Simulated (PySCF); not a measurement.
Identify the compound

The spectra below were simulated for a compound C₇H₁₄F₂Si.

$^{1}$H NMR (400 MHz, computed): δ 4.38 (m, 1H), 4.32 (m, 1H), 3.80 (m, 1H), 2.38 (m, 1H), 1.98 (m, 1H), 1.65 (m, 1H), 1.39 (d, 3H), 0.88 (m, 1H), 0.59 (m, 1H), 0.29 (d, 3H).

$^{13}$C{$^{1}$H} NMR (computed): δ 98.0 (CH), 92.4 (CH), 48.4 (CH), 33.2 (CH2), 17.4 (CH3), 7.6 (CH2), -10.1 (CH3).

PySCF 2.14 calculation with shieldings: GIAO PBE0/pcSseg-1 and GFN2-xTB geometry; equivalent nuclei averaged, non-relativistic, one conformer, in vacuum.

References, each an isolated molecule treated in the same way: TMS for $^{1}$H (31.72 ppm), $^{13}$C (186.93 ppm).

Question: Which of these isomers gave the spectra?
A. CC(C)(C)[C@H]([SiH3])/C(F)=C/F
B. C[C@@H]1[C@@H](F)CC[Si@@H](C)[C@H]1F
C. CC(C)(C)/C(F)=C(/[SiH3])CF
D. CC(C)(C)/C(F)=C(\[SiH3])CF
E. C[C@@H]1[C@@H](F)[Si@@H](C)CC[C@@H]1F

Answer: B. 

1. Rings plus π bonds: 1 (1 ring in the answer).
2. 7 carbon signals for 7 carbons: no two carbons are equivalent.
3. Carbon types of the structure: 3 × CH, 2 × CH2, 2 × CH3, leaving 1 H on heteroatoms.
4. δC 98.0: sp3 CH bonded to F; the inductive effect lowers its shielding.
5. δC 92.4: sp3 CH bonded to F and Si; deshielded by the electronegative neighbour.
6. δC 33.2: sp3 CH2 in a ring; saturated and bonded to C and H only.
7. δC 7.6: sp3 CH2 bonded to Si; an electropositive neighbour leaves it electron-rich and shielded.
8. δH 1.39: hydrogen on a methyl carbon; far from electronegative atoms and π systems.

The others: CC(C)(C)/C(F)=C(\[SiH3])CF would give 5 carbon signals, not 7; CC(C)(C)[C@H]([SiH3])/C(F)=C/F would give 5 carbon signals, not 7; C[C@@H]1[C@@H](F)[Si@@H](C)CC[C@@H]1F has carbons computed at 94.9, 92.5, 44.7, 27.0, 10.1, 9.4, -7.5; CC(C)(C)/C(F)=C(/[SiH3])CF would give 5 carbon signals, not 7.

Splittings by $^{19}$F in the carbon and heteronuclear signals aren't shown, as no couplings were computed. Shifts are as computed. Against solution values, carbons near 30 ppm lie about +3 ppm off and those near 130 ppm about +5 ppm. Of 1211 compounds with measured shifts, 218 miss one by over three times the rms of a fit or turn the order of signals round; such compounds aren't used in these exercises. Multiplicities follow the n + 1 count of equivalent neighbours, as no J values were calculated; m marks all less simple cases, F and P coupling included.
